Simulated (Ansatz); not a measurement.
The same redistribution along the group Ti, Zr, Hf.

Isolated molecules relaxed with PBE0-D4/def2-TZVP in Ansatz; ΔE leaves out vibrations. CBS: MP2 limit from def2 TZ/QZ plus the TZ coupled-cluster correction, frozen cores. DFT in def2-TZVPP. def2 core potentials past Kr. For Hf, I, Ti, Zr outer-core shells are correlated without core-valence functions, which leaves a few kJ/mol of doubt a bond. Scalar relativity is left out up to krypton. One conformer a species, not always the lowest.

```
                                                                                       reaction  ωB97M-V (kJ/mol)  MP2/CBS(def2) (kJ/mol)  CCSD(T)/CBS(def2) (kJ/mol)
`[Cl][Ti]([Cl])([Cl])[I]` + `O[SiH](F)[SiH2]F` → `[F][Ti]([Cl])([Cl])[Cl]` + `O[SiH](I)[SiH2]F`                18                      61                          39
`[Cl][Zr]([Cl])([Cl])[I]` + `O[SiH](F)[SiH2]F` → `[F][Zr]([Cl])([Cl])[Cl]` + `O[SiH](I)[SiH2]F`                17                      37                          29
`[Cl][Hf]([Cl])([Cl])[I]` + `O[SiH](F)[SiH2]F` → `[F][Hf]([Cl])([Cl])[Cl]` + `O[SiH](I)[SiH2]F`                15                      31                          24
```

Largest T1 diagnostic: 0.024, for `[F][Ti]([Cl])([Cl])[Cl]`.
